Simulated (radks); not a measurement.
The numbers below are computed, except where a source is named.
Trend from Zn+ to Hg+: ionisation energy by Delta-SCF between NIST ground configurations, and size. Level of theory: Dirac Kohn-Sham, BLYP, spin-unpolarised, spherical densities, finite nucleus; Fermi nuclear charge, rms radius of each element as measured or else 0.836 A^(1/3) + 0.57 fm (a radial shooting solver on a logarithmic mesh with Libxc functionals).

| species | configuration | configuration of the ion | IE (eV) | NIST (eV) | kind | -e(HOMO) (eV) | outermost | <r> outermost (bohr) |
|---|---|---|---|---|---|---|---|---|
| Zn+ | [Ar] 3d10 4s1 | [Ar] 3d10 | 18.657 | 17.964 | exp. | 14.126 (4s1/2) | 4s1/2 | 2.40 |
| Cd+ | [Kr] 4d10 5s1 | [Kr] 4d10 | 17.297 | 16.908 | exp. | 13.162 (5s1/2) | 5s1/2 | 2.65 |
| Hg+ | [Xe] 4f14 5d10 6s1 | [Xe] 4f14 5d10 | 19.070 | 18.757 | exp. | 14.757 (6s1/2) | 6s1/2 | 2.52 |

Reference values: NIST Atomic Spectra Database (measured). Spin polarisation and multiplet splitting are left out, so open shells lie too high by an amount that depends on their filling.

Beside tabulated values, note that spin-unpolarised runs miss the spin-polarisation part of the exchange energy of open shells.
